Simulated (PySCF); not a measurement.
SMILES [CH3][Sn]([O][SiH3])([O][SiH3])[O][SiH3] (CH12O3Si3Sn), GFN2-xTB optimised geometry.

```
20

C     -2.34    -2.26     4.20
Sn    -0.79    -1.18     3.19
O     -1.04    -1.09     1.28
Si    -0.43    -0.29     0.00
O      0.97    -1.94     3.45
Si     2.47    -1.80     2.83
O     -0.64     0.66     3.77
Si     0.39     1.91     3.63
H     -2.92    -1.56     4.80
H     -2.97    -2.74     3.45
H     -1.88    -3.01     4.84
H      1.04    -0.29     0.00
H     -0.98    -1.08    -1.10
H     -0.93     1.09     0.00
H      3.23    -2.54     3.83
H      2.89    -0.40     2.74
H      2.52    -2.44     1.52
H      1.56     1.69     4.49
H     -0.45     3.00     4.12
H      0.82     2.11     2.24
```

Density from PBE0/def2-SVP, def2 effective core potentials past Kr (PySCF) at that geometry. The core electrons that the potentials of Sn replace are not part of the density.

Minimum of the electron density along straight lines between bonded atoms, close to the bond critical point (lines longer than 1.1 times the sum of covalent radii, or with two minima, are not listed):

```json
[
 {"bond": "C1–Sn2", "length / Å": "2.144", "ρ at the minimum / e bohr⁻³": "0.104", "∇²ρ there / e bohr⁻⁵": "0.11", "position (fraction from the first atom)": "0.49"},
 {"bond": "Sn2–O3", "length / Å": "1.936", "ρ at the minimum / e bohr⁻³": "0.114", "∇²ρ there / e bohr⁻⁵": "0.69", "position (fraction from the first atom)": "0.51"},
 {"bond": "O3–Si4", "length / Å": "1.624", "ρ at the minimum / e bohr⁻³": "0.127", "∇²ρ there / e bohr⁻⁵": "1.08", "position (fraction from the first atom)": "0.59"},
 {"bond": "Sn2–O5", "length / Å": "1.936", "ρ at the minimum / e bohr⁻³": "0.114", "∇²ρ there / e bohr⁻⁵": "0.69", "position (fraction from the first atom)": "0.51"},
 {"bond": "O5–Si6", "length / Å": "1.624", "ρ at the minimum / e bohr⁻³": "0.127", "∇²ρ there / e bohr⁻⁵": "1.08", "position (fraction from the first atom)": "0.59"},
 {"bond": "Sn2–O7", "length / Å": "1.936", "ρ at the minimum / e bohr⁻³": "0.114", "∇²ρ there / e bohr⁻⁵": "0.69", "position (fraction from the first atom)": "0.51"},
 {"bond": "O7–Si8", "length / Å": "1.624", "ρ at the minimum / e bohr⁻³": "0.127", "∇²ρ there / e bohr⁻⁵": "1.08", "position (fraction from the first atom)": "0.59"},
 {"bond": "C1–H9", "length / Å": "1.086", "ρ at the minimum / e bohr⁻³": "0.275", "∇²ρ there / e bohr⁻⁵": "-1.02", "position (fraction from the first atom)": "0.64"},
 {"bond": "C1–H10", "length / Å": "1.086", "ρ at the minimum / e bohr⁻³": "0.275", "∇²ρ there / e bohr⁻⁵": "-1.02", "position (fraction from the first atom)": "0.64"},
 {"bond": "C1–H11", "length / Å": "1.086", "ρ at the minimum / e bohr⁻³": "0.275", "∇²ρ there / e bohr⁻⁵": "-1.02", "position (fraction from the first atom)": "0.64"},
 {"bond": "Si4–H12", "length / Å": "1.467", "ρ at the minimum / e bohr⁻³": "0.118", "∇²ρ there / e bohr⁻⁵": "0.32", "position (fraction from the first atom)": "0.49"},
 {"bond": "Si4–H13", "length / Å": "1.461", "ρ at the minimum / e bohr⁻³": "0.119", "∇²ρ there / e bohr⁻⁵": "0.32", "position (fraction from the first atom)": "0.49"},
 {"bond": "Si4–H14", "length / Å": "1.465", "ρ at the minimum / e bohr⁻³": "0.119", "∇²ρ there / e bohr⁻⁵": "0.32", "position (fraction from the first atom)": "0.49"},
 {"bond": "Si6–H15", "length / Å": "1.461", "ρ at the minimum / e bohr⁻³": "0.119", "∇²ρ there / e bohr⁻⁵": "0.32", "position (fraction from the first atom)": "0.49"},
 {"bond": "Si6–H16", "length / Å": "1.467", "ρ at the minimum / e bohr⁻³": "0.118", "∇²ρ there / e bohr⁻⁵": "0.32", "position (fraction from the first atom)": "0.49"},
 {"bond": "Si6–H17", "length / Å": "1.465", "ρ at the minimum / e bohr⁻³": "0.119", "∇²ρ there / e bohr⁻⁵": "0.32", "position (fraction from the first atom)": "0.49"},
 {"bond": "Si8–H18", "length / Å": "1.465", "ρ at the minimum / e bohr⁻³": "0.119", "∇²ρ there / e bohr⁻⁵": "0.32", "position (fraction from the first atom)": "0.49"},
 {"bond": "Si8–H19", "length / Å": "1.461", "ρ at the minimum / e bohr⁻³": "0.119", "∇²ρ there / e bohr⁻⁵": "0.32", "position (fraction from the first atom)": "0.49"},
 {"bond": "Si8–H20", "length / Å": "1.467", "ρ at the minimum / e bohr⁻³": "0.118", "∇²ρ there / e bohr⁻⁵": "0.32", "position (fraction from the first atom)": "0.49"}
]
```
